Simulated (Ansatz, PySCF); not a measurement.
System: sum formula BHCl (charge 0, doublet). It need not be the lowest isomer of its formula. SMILES: [BH]Cl
Geometry: optimised at B3LYP-D3(BJ)/def2-TZVP (Ansatz, a program for electronic structure).

Quantity: atomisation energy (electronic, to ground-state atoms), in eV. Correlated levels leave the core frozen unless marked. Open shells are spin-unrestricted. Spin-orbit coupling is left out. No relativistic terms. The coupled-cluster limit lacks core correlation, which all-electron functionals hold. Basis-set limits of correlation are two-point, X^-3; Hartree-Fock from the larger set.

```csv
level,program,atomisation energy (eV)
HF/cc-pV(T+d)Z,Ansatz,6.57
TPSS-D3(BJ)/def2-TZVPD,PySCF + dftd3,8.50
```

What does CCSD(T)/CBS(aug-cc-pV(T+d)Z,aug-cc-pV(Q+d)Z) (Ansatz) give?

8.17 eV
